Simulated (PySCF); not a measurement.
Gas-phase reaction: HfCl2(OH)2 + 3 H2O2 ⇌ HfO2 + 2 ClO + 4 H2O

Method: PySCF energies plus ideal-gas RRHO corrections (1 bar). † marks an energy on the PBE0/def2-TZVP geometry and frequencies; other levels use their own. Open shells (unrestricted): ClO (multiplicity 2); the rest are closed-shell singlets. Spin-orbit splitting is ignored; it lowers the true energy and changes the entropy of ClO. B3LYP is the form with VWN-RPA correlation. Hf: scalar-relativistic def2 core potential, no spin-orbit coupling. HfCl2(OH)2: computed as isolated molecules; such fragments, hydroxides, amides, oligomers or adducts are transient or little studied in the gas.

PBE/def2-TZVP† gives ΔH°(298 K) = 544 kJ.

Question: What do B3LYP/def2-TZVP†, PBE0/def2-TZVP, M06-2X/def2-TZVP† give?

Answer: B3LYP/def2-TZVP†: 564 kJ; PBE0/def2-TZVP: 594 kJ; M06-2X/def2-TZVP†: 651 kJ. For scale, ΔH°(298 K) is 544 kJ at this level, 643 kJ at ωB97M-V/def2-TZVP†, and runs from 508 to 715 kJ over the 12 levels computed.
